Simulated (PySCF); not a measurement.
A structure optimised at PBE-D3(BJ)/def2-SVP, used in a PySCF frequency run:

```xyz
13

C      1.6151    -1.2153     0.1487
O      1.6391     0.1464     0.5163
C      0.3826     0.6919     0.7804
S     -0.8127     0.7536    -0.6309
C     -1.8513    -0.7062    -0.2891
H      1.1179    -1.8495     0.9242
H      1.0845    -1.3640    -0.8204
H      2.6649    -1.5471     0.0363
H      0.5548     1.7455     1.0751
H     -0.1418     0.1610     1.6143
H     -2.2778    -0.6632     0.7335
H     -1.3047    -1.6607    -0.4235
H     -2.6871    -0.6738    -1.0148
```

**Question.** Write its SMILES and formula.

**Answer.** COCSC, C3H8OS

**Question.** What are its rotational constants (standard atomic weights)?

**Answer.** 6.6035, 2.5361, 2.1148 GHz
